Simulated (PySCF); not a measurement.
An equivalent PySCF input for O²⁺ (oxygen, charge +2), [He] 2s2 2p2, high-spin 3P determinant, with the non-relativistic Hamiltonian (point nucleus):

```python
from pyscf import gto, scf, dft, mp, cc
import basis_set_exchange as bse
mol = gto.M(atom="O 0 0 0", charge=2, spin=2, symmetry="D2h",
            basis=gto.basis.parse(bse.get_basis("def2-TZVP", elements=["O"], fmt="nwchem", header=False)))
mf = dft.UKS(mol, xc="B88,P86")
mf.irrep_nelec = {'Ag': (2, 2), 'B1u': (1, 0), 'B2u': (1, 0)}
mf.kernel()
```

It reaches the same state as the run whose output follows, with an energy that differs only through the grid. The run itself started from symmetry-adapted Hartree-Fock orbitals and held the occupation by maximum overlap, on a logarithmic radial grid, so the iterations belong to that start.

```
SCF conv_tol = 1e-09
number electrons alpha = 4  beta = 2
XC functionals = B88,P86
    A. D. Becke.,  Phys. Rev. A 38, 3098 (1988)
    J. P. Perdew.,  Phys. Rev. B 33, 8822 (1986)
cycle= 1 E= -73.2683243215553  delta_E= -0.00338  |g|= 0.00813  |ddm|= 0.0517
cycle= 2 E= -73.2683415715061  delta_E= -1.72e-05  |g|= 0.00114  |ddm|= 0.00314
cycle= 3 E= -73.2683418901172  delta_E= -3.19e-07  |g|= 0.00034  |ddm|= 0.000771
cycle= 4 E= -73.2683419188165  delta_E= -2.87e-08  |g|= 4.01e-06  |ddm|= 0.000195
cycle= 5 E= -73.2683419188216  delta_E= -5.06e-12  |g|= 2.27e-07  |ddm|= 2.92e-06
converged SCF energy = -73.2683419188216  <S^2> = 2.0013841  2S+1 = 3.0009226
```
